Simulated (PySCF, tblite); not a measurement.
Compound: C₆H₆FNSi.
SMILES: `N#CC1=CC[SiH2]/C1=C\F`

Level of theory: wB97X-D/def2-SVPD in PySCF (dipole) on a GFN2-xTB geometry, gas phase.

Masses are those of the commonest isotopes; rigid-rotor values at the optimised geometry. 

**Question.** What are A, B and C (MHz)?

**Answer.** Ia = 309.73, Ib = 376.89, Ic = 677.56 u·Å²; 505379 MHz·u·Å²/I gives A = 1632, B = 1341, C = 745.9 MHz.

**Question.** What kind of rotor is it?

**Answer.** An asymmetric top; Ray's κ = 0.344.

**Question.** Is it planar, by Δ = Ic − Ia − Ib?

**Answer.** Not planar: Δ = Ic − Ia − Ib = -9.06 u·Å². For a rigid frame Δ = −2 Σ m c², so Σ m c² = 4.53 u·Å² lies off the ab plane, practically all of it from hydrogen. The atom farthest from that plane is 1.22 Å away.

**Question.** Give the coordinates in the principal-axis frame, origin at the centre of mass.

**Answer.** The sense of each axis is arbitrary; atoms in the order of the calculation.
```csv
atom,mass (u),a (Å),b (Å),c (Å)
N1,14.003,3.295,0.460,0.000
C2,12.000,2.231,0.030,0.000
C3,12.000,0.920,-0.490,0.001
C4,12.000,0.664,-1.809,0.000
C5,12.000,-0.757,-2.260,0.000
Si6,27.977,-1.805,-0.655,0.000
C7,12.000,-0.236,0.405,0.000
C8,12.000,-0.126,1.727,0.000
F9,18.998,-1.218,2.511,0.000
H10,1.008,1.457,-2.543,0.000
H11,1.008,-0.934,-2.895,0.870
H12,1.008,-0.934,-2.895,-0.869
H13,1.008,-2.591,-0.488,-1.222
H14,1.008,-2.592,-0.489,1.220
H15,1.008,0.788,2.307,0.000
```

**Question.** List the rotational levels J(Ka,Kc) to J = 3 (MHz).

**Answer.** Above 0(0,0):
J = 1: 1(0,1) 2087, 1(1,1) 2378, 1(1,0) 2973
J = 2: 2(0,2) 5873, 2(1,2) 5956, 2(1,1) 7741, 2(2,1) 8613, 2(2,0) 9001
J = 3: 3(0,3) 11110, 3(1,3) 11125, 3(1,2) 14494, 3(2,2) 14874, 3(2,1) 16285, 3(3,1) 18014, 3(3,0) 18215
Those of J = 1 are B + C, A + C and A + B.

**Question.** Which lines would a microwave search look for?

**Answer.** The dipole components are |μa| = 3.09 D, |μb| = 2.93 D, |μc| = 0.00 D; the mirror of this Cs structure is the ab plane, so μc vanishes by symmetry and there are no c-type lines. The squared components, which scale the intensities, stand as 1.00 : 0.90 (a : b). Some lines, for components of 0.1 D or more:

```
type  branch         J(Ka,Kc)   MHz  lower level (cm⁻¹)
   b       Q  2(2,0) ← 2(1,1)  1260               0.258
   a       Q  3(2,1) ← 3(2,2)  1411               0.496
   b       Q  3(2,1) ← 3(1,2)  1791               0.483
   a       R  1(0,1) ← 0(0,0)  2087               0.000
   b       Q  3(1,2) ← 3(0,3)  3385               0.371
   a       R  2(1,2) ← 1(1,1)  3579               0.079
   b       R  2(1,2) ← 1(0,1)  3869               0.070
   a       R  2(1,1) ← 1(1,0)  4769               0.099
   a       R  3(0,3) ← 2(0,2)  5237               0.196
   b       R  3(1,2) ← 2(2,1)  5881               0.287
   a       R  3(2,2) ← 2(2,1)  6260               0.287
   b       R  2(2,0) ← 1(1,1)  6624               0.079
   b       R  3(2,2) ← 2(1,1)  7133               0.258
```

**Question.** Estimate the classical rotational partition function at 10 K, 25 K and 500 K.

**Answer.** Point group Cs, symmetry number σ = 1; q = (√π/σ)·√((kT/h)³/(ABC)), k/h = 20836.6 MHz/K: 4170 at 10 K, 16500 at 25 K, 1480000 at 500 K.

Its GFN2-xTB frequencies are all real (lowest 53 cm⁻¹). No vibrational averaging or centrifugal distortion is included, and the geometry carries the error of its method. Quadrupole hyperfine structure (14N) is left out.

On one thread, Arm Neoverse V1 (aarch64), no GPU, on a shared host, this took 96 s wall (with the writing of density and orbital grids) and 1.0 GiB of memory at its peak. This is the wB97X-D/def2-SVPD job that gave the dipole, with the excitations it also computed.
